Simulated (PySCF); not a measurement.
Gas-phase reaction: SnH4 + 2 O = Sn(OH)2 + 2 H

Method: PySCF energies (xtb for GFN2) plus ideal-gas RRHO corrections (1 bar). † marks an energy on the PBE0/def2-TZVP geometry and frequencies; other levels use their own. CCSD(T) freezes the core. Open shells (unrestricted): O (multiplicity 3, electronic degeneracy 9), H (multiplicity 2); the rest are closed-shell singlets. GFN2 has no spin-polarisation term. Spin-orbit splitting is ignored; it lowers the true energy and changes the entropy of O. Sn: scalar-relativistic def2 core potential, no spin-orbit coupling. Sn(OH)2: computed as isolated molecules; such fragments, hydroxides, amides, oligomers or adducts are transient or little studied in the gas. CCSD(T) isn't extrapolated to the basis-set limit; its ΔH°(298 K) is -474.9 kJ in def2-SVP and -548.5 kJ in def2-TZVPP. The harmonic model lacks anharmonicity and excited electronic states, which grow with temperature; levels with a mode under 35 cm⁻¹ are left out. Internal rotation in Sn(OH)2 is treated as a harmonic vibration of one conformer, which makes the entropy rough.

| level | ΔE electronic, kJ | ΔH°(298 K), kJ | ΔS°(298 K), J/K | ΔG°(2500 K), kJ |
|---|---|---|---|---|
| CCSD(T)/def2-TZVPP† | -551 | -549 | -28 | -510 |
| GFN2-xTB | -1236 | -1238 | -16 | -1236 |
| PBE/def2-TZVP† | -674 | -672 | -28 | -633 |
| PBE0/def2-SVP† | -551 | -549 | -28 | -510 |
| ωB97X-V/def2-TZVP† | -578 | -576 | -28 | -537 |
ΔH° is lowest at GFN2-xTB and highest at CCSD(T)/def2-TZVPP†. No reference value is set beside these.
